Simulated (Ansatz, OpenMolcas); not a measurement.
Exact exchange and the vertical energy of the triplet above the singlet of CHBrCl2

CHBrCl2 has 5 atoms, charge 0, and is taken as a singlet. As SMILES, `ClC(Cl)Br`. Geometry: relaxed at PBE0-D4/def2-TZVP.

The vertical energy of the triplet above the singlet y, in eV, basis 6-31G(d); a is the functional's share of exact exchange. Programs: Ansatz 0.2.0, OpenMolcas 26.06.

| functional | program | a | y (eV) |
| --- | --- | --- | --- |
| revPBE | Ansatz | 0 | 4.77 |
| TPSS | OpenMolcas | 0 | 4.83 |
| B3LYP | Ansatz | 0.2 | ? |
| r2SCAN0 | Ansatz | 0.25 | 5.04 |
| PBE0 | Ansatz | 0.25 | 5.06 |
| BHLYP | Ansatz | 0.5 | 5.17 |

Fit y = c + s·a to the known rows and predict B3LYP.


1. Means of the 5 rows: a = 0.2000, y = 4.974.
2. Σ(Δa)² = 0.175, Σ(Δa·Δy) = 0.136, so the slope is 0.136/0.175 = 0.77714.
3. Intercept: 4.974 − (0.77714) × 0.2000 = 4.819. The largest residual of the fit is 0.049.
4. B3LYP: 4.819 + (0.77714) × 0.2 = 4.97 eV.

The run gave 5.02 eV, so the prediction is off by -0.05 eV, about the scatter of the fit. The rows mix families of semi-local functionals, which the line can't see. Spin-orbit coupling is left out.
